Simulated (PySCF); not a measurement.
Stepwise substitution at one centre (Ga F-OH). Isolated molecules, 0 K electronic values unless said otherwise. One relaxed conformer stands for each flexible species; it need not be the lowest. Strings in code marks are SMILES.

Level of theory: PBE-D3(BJ)/def2-TZVP // PBE0-D4/def2-TZVP (PySCF). Excitations are Tamm–Dancoff values on a coarser integration grid. The basis has no diffuse functions, so Rydberg states are missing or too high.

```csv
species,HOMO (eV),HOMO–LUMO gap (eV),T1 excitation (TDA) (eV)
0 of 3 F replaced by OH (`[F][Ga]([F])[F]`),___,6.29,___
1 of 3 F replaced by OH,-8.23,5.45,5.21
"2 of 3 F replaced by OH (`[Ga]([F])([OH])[OH]` (H–O–Ga–F torsion 0°, F–Ga–O–H torsion -180°))",-7.60,5.33,5.12
3 of 3 F replaced by OH,-7.21,5.38,___
```

Question: What belongs in the gaps?

Answer: 
- 0 of 3 F replaced by OH (`[F][Ga]([F])[F]`), HOMO (eV): -9.66
- 0 of 3 F replaced by OH (`[F][Ga]([F])[F]`), T1 excitation (TDA) (eV): 6.11
- 3 of 3 F replaced by OH, T1 excitation (TDA) (eV): 5.19
